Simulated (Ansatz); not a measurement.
Molecule: SeBr₂, net charge -1, doublet state. 
Geometry from a B3LYP-D3(BJ)/def2-TZVP (Ansatz, an electronic-structure program) optimisation:
```xyz
3

Se     0.0325    -0.0163     0.3407
Br     1.1240    -2.2600    -0.3826
Br    -1.1556     2.2758     0.0516
```
Charge -1, spin multiplicity 2.

Basis-set convergence of Hartree-Fock and CCSD correlation energies (hartree) with Ansatz. Correlated levels leave the core frozen unless marked. Open shells are spin-unrestricted. Spin-orbit coupling is left out. Frozen are the shells of the preceding noble gas and the d and f shells that filled before the atom's block. No relativistic terms. This anion needs diffuse functions, which these sets lack.

| basis | functions | E(HF) | E(corr, CCSD) |
|---|---|---|---|
| cc-pVDZ | 81 | -7544.67194 | -0.36427 |
| cc-pVTZ | 129 | … | … |

Some entries are withheld; supply them.


- cc-pVTZ, E(HF): -7544.90709
- cc-pVTZ, E(corr, CCSD): -0.50909
